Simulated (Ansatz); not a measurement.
Coupled-cluster run, CH4BBrOS, SMILES `COB(S)Br`.

```yaml
crystal:
  periodic: [false, false, false]
  atoms:
    - {symbol: C, position_ang: [-0.167672, -0.971351, 1.224537]}
    - {symbol: O, position_ang: [-0.491547, -0.542822, -0.082928]}
    - {symbol: B, position_ang: [0.020907, 0.494799, -0.747613]}
    - {symbol: S, position_ang: [-0.605924, 0.781424, -2.417782]}
    - {symbol: Br, position_ang: [1.376654, 1.659620, 0.016056]}
    - {symbol: H, position_ang: [0.207041, -1.994269, 1.168040]}
    - {symbol: H, position_ang: [-1.077838, -0.956780, 1.825545]}
    - {symbol: H, position_ang: [0.585769, -0.328375, 1.681906]}
    - {symbol: H, position_ang: [0.152631, 1.857764, -2.667741]}
basis:
  gaussian: {orbitals: def2-TZVPP}
correlation: {method: ccsd_t}
```

```sh
$ ansatz run in.yaml --threads 2 --pin off --events-out ev --progress --plain --max-ram 22528MiB --backend cuda --devices 0, --max-vram 18GiB
```

The program prints (abridged):

```
Functional definition: HF
1468 factors; integrals over basis functions are off by at most 1.1e-3 eV
mean field evaluation 1: about -84621.0076 eV, gradient 3.3e1 eV
mean field evaluation 2: about -84621.2657 eV, gradient 3.3e1 eV
mean field evaluation 4: about -84623.8806 eV, gradient 4.2e0 eV
mean field evaluation 8: about -84623.9429 eV, gradient 3.1e-1 eV
mean field -84623.94336272 eV, -3109.8725584111 hartree, gradient 2.5e-6 eV, S^2 0.000000; 0 other end points of the search recorded, 0 dependent functions left out
17 core orbitals not correlated: weight in the atoms' cores, before any rotation towards them, 1.000 or more for the frozen orbitals, at most 0.000 for the correlated occupied ones
reference -84623.94336272 eV, -3109.8725584111 hartree; 20, 20 occupied and 202, 202 virtual orbitals, 1468 factors
second order -26.08881138 eV of doubles, -0.00000000 eV of singles
cycle   1  -26.34635755 eV  change   -2.6e-1 eV  update   1.1e-1
cycle   2  -26.96254389 eV  change   -6.2e-1 eV  update   3.1e-2
cycle   3  -27.09265836 eV  change   -1.3e-1 eV  update   1.7e-2
cycle   4  -27.07628218 eV  change    1.6e-2 eV  update   4.2e-3
cycle   5  -27.07449294 eV  change    1.8e-3 eV  update   1.9e-3
cycle   6  -27.07522631 eV  change   -7.3e-4 eV  update   5.8e-4
cycle   7  -27.07476820 eV  change    4.6e-4 eV  update   2.0e-4
cycle   8  -27.07475036 eV  change    1.8e-5 eV  update   5.6e-5
cycle   9  -27.07478465 eV  change   -3.4e-5 eV  update   2.0e-5
perturbative correction -1.10193616 eV, -0.0404954071 hartree
Total energy: -84652.12008353 eV, -3110.9080338020 hartree
```

Hardware: 2 threads of an AMD EPYC 7R13 on a shared host and a share of an NVIDIA H100 80 GB. Wall time 3.5 s, peak host memory 0.83 GiB.

MP2 recovers 92.6 % of the CCSD(T) correlation energy and the triples give 3.9 %; T1 = 0.0111.
